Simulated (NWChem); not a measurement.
System meant: C$_{6}$H$_{5}$F; SMILES c1c(cccc1)F

Input file for NWChem:

```
start job
memory heap 200 mb stack 900 mb global 1100 mb
geometry units angstroms noautoz
  F      0.000000     0.000000    -2.269973
  C      0.000000     0.000000    -0.937306
  C      0.000000     1.214651    -0.261335
  C      0.000000     1.206439     1.132491
  C      0.000000     0.000000     1.832789
  C      0.000000    -1.206439     1.132491
  C      0.000000    -1.214651    -0.261335
  H      0.000000     2.144632    -0.832946
  H      0.000000     2.154924     1.674946
  H      0.000000     0.000000     2.924829
  H      0.000000    -2.154924     1.674946
  H      0.000000    -2.144632    -0.832946
end
basis spherical
  * library def2-svp
end
dft
  xc b3lyp
  iterations 4
  mulliken
end
task dft energy
```

End of the output:

```
    Atom       Charge   Shell Charges
 -----------   ------   -------------------------------------------------------
    1 F    9     9.06   1.98  1.01  0.73  3.22  2.11  0.01
    2 C    6     5.92   1.96  0.61  0.27  1.85  1.03  0.19
    3 C    6     6.05   1.97  0.60  0.30  1.93  1.17  0.09
    4 C    6     6.02   1.97  0.60  0.29  1.90  1.16  0.09
    5 C    6     6.05   1.97  0.60  0.29  1.92  1.18  0.09
    6 C    6     6.02   1.97  0.60  0.29  1.90  1.16  0.09
    7 C    6     6.05   1.97  0.60  0.30  1.93  1.17  0.09
    8 H    1     0.96   0.63  0.27  0.07
    9 H    1     0.97   0.64  0.27  0.07
   10 H    1     0.97   0.64  0.27  0.07
   11 H    1     0.97   0.64  0.27  0.07
   12 H    1     0.96   0.63  0.27  0.07

 center of mass
 --------------
 x =   0.00000000 y =   0.00000000 z =  -0.13456367

 moments of inertia (a.u.)
 ------------------
        1018.923586978874           0.000000000000           0.000000000000
           0.000000000000         701.199304314755           0.000000000000
           0.000000000000           0.000000000000         317.724282664118

     Multipole analysis of the density
     ---------------------------------

     L   x y z        total         alpha         beta         nuclear
     -   - - -        -----         -----         ----         -------
     0   0 0 0     -0.000000    -25.000000    -25.000000     50.000000

     1   1 0 0     -0.000000     -0.000000     -0.000000      0.000000
     1   0 1 0     -0.000000     -0.000000     -0.000000      0.000000
     1   0 0 1      0.475334      0.237667      0.237667      0.000000

     2   2 0 0    -31.621769    -15.810884    -15.810884      0.000000
     2   1 1 0     -0.000000     -0.000000     -0.000000      0.000000
     2   1 0 1      0.000000      0.000000      0.000000      0.000000
     2   0 2 0    -25.933894   -108.772805   -108.772805    191.611716
     2   0 1 1     -0.000000     -0.000000     -0.000000      0.000000
     2   0 0 2    -29.849714   -199.841776   -199.841776    369.833839

 ------------------------------------------------------------------------
 dft energy failed                                                                                  0
 ------------------------------------------------------------------------
 ------------------------------------------------------------------------
  current input line :
    25: task dft energy
 ------------------------------------------------------------------------
 ------------------------------------------------------------------------
 This type of error is most commonly associated with calculations not reaching convergence criteria
 ------------------------------------------------------------------------
 For more information see the NWChem manual at https://nwchemgit.github.io

0:dft energy failed:Received an Error in Communication
```

Problem. Find the fault in this run and fix the input.

Solution. The run did not converge; its last values are not results. Cause: the SCF was allowed too few iterations. This input runs:
```
start job
memory heap 200 mb stack 900 mb global 1100 mb
geometry units angstroms noautoz
  F      0.000000     0.000000    -2.269973
  C      0.000000     0.000000    -0.937306
  C      0.000000     1.214651    -0.261335
  C      0.000000     1.206439     1.132491
  C      0.000000     0.000000     1.832789
  C      0.000000    -1.206439     1.132491
  C      0.000000    -1.214651    -0.261335
  H      0.000000     2.144632    -0.832946
  H      0.000000     2.154924     1.674946
  H      0.000000     0.000000     2.924829
  H      0.000000    -2.154924     1.674946
  H      0.000000    -2.144632    -0.832946
end
basis spherical
  F library def2-svp
  C library def2-svp
  H library def2-svp
end
dft
  xc b3lyp
  iterations 150
  mulliken
end
task dft energy
```
It converges to -331.24399 Ha (B3LYP/def2-SVP).
